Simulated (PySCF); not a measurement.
## PbCl₂: breathing scan

Level of theory: PBE/[Pb def2-TZVP with ECP60, Cl def2-TZVP], scalar-relativistic core potentials, density fitting, no spin–orbit coupling, PySCF.

Rigid scan from the singlet minimum (Pb–Cl 2.482 Å (×2); Cl–Pb–Cl 100.5°). Coordinate: all bonds to the central atom scaled together. Energies in kJ/mol from the minimum.

```csv
scale of all bonds to the centre,E (kJ/mol),dipole size (D)
0.88,140.6,2.29
0.92,54.2,2.99
0.96,11.8,3.66
1.00,0.0,4.31
1.04,9.1,4.93
1.08,32.3,5.50
1.14,82.9,6.29
1.22,164.0,7.21
1.35,297.5,8.40
```

At long bonds a restricted determinant can lie too high, and another spin state can fall below this curve.

With an element this heavy the missing spin–orbit coupling can shift these numbers.

Other isomers or separated fragments may lie lower.
